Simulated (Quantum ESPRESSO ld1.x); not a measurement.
Excited configurations of Li I: one electron is placed in a higher orbital outside [He]. The ground configuration is [He] 2s1. Method: non-relativistic Kohn-Sham, LDA (Slater exchange, VWN5 correlation), spin-polarised, spherical densities, point nucleus; open shells are filled with parallel spins first; computed with ld1.x of Quantum ESPRESSO 7.5. Excitation = E - E(ground); binding = E(ion) - E, where the ion is the core of charge +1; n* = 1/sqrt(2 binding) in atomic units, and the quantum defect is n - n*.

outer orbital,excitation (eV),binding (eV),n*,quantum defect,eigenvalue (eV),<r> (bohr)
4s,4.268,1.205,3.361,0.639,-0.775,18.14
4f,4.542,0.931,3.823,0.177,-0.468,17.28
5s,4.712,0.761,4.227,0.773,-0.507,29.37
5f,4.841,0.632,4.640,0.360,-0.381,29.72
6p,4.994,0.479,5.330,0.670,-0.325,46.90
6d,5.017,0.456,5.463,0.537,-0.306,47.33
6f,5.020,0.454,5.477,0.523,-0.293,44.79
7s,5.087,0.386,5.938,1.062,-0.269,59.96
7p,5.117,0.356,6.178,0.822,-0.248,64.23

The Delta-SCF ionisation energy is 5.473 eV (NIST Atomic Spectra Database: 5.392 eV, measured). Self-interaction in the functional shifts the binding energies and quantum defects, so they are the method's values and not measured ones.
